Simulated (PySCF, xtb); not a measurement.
C3H11BSi, SMILES [SiH3]CB(C)C. One conformer was computed; it need not be the lowest.

Harmonic wavenumbers (cm⁻¹) from GFN2-xTB run with xtb at its own minimum, in rising order: 28, 64, 81, 107, 125, 291, 310, 377, 510, 528, 673, 728, 752, 777, 787, 790, 797, 856, 872, 897, 996, 1100, 1189, 1191, 1387, 1393, 1469, 1494, 1495, 1498, 1503, 2226, 2241, 2251, 2972, 2981, 2993, 2998, 3017, 3021, 3030, 3031.

Problem. What does PBE0-D3(BJ)/def2-SVP run with PySCF give at its own minimum? (The exact figures need the calculation; the answer reports its results.)

Solution. 55, 77, 118, 123, 137, 313, 336, 398, 530, 576, 648, 682, 741, 800, 836, 871, 918, 928, 947, 950, 986, 1037, 1186, 1200, 1305, 1332, 1404, 1416, 1423, 1444, 1447, 2224, 2226, 2228, 3029, 3032, 3063, 3113, 3116, 3138, 3157, 3157. Paired by order, the mean absolute difference is 51 cm⁻¹ and the zero-point energies are 79.8 and 81.0 kcal/mol.
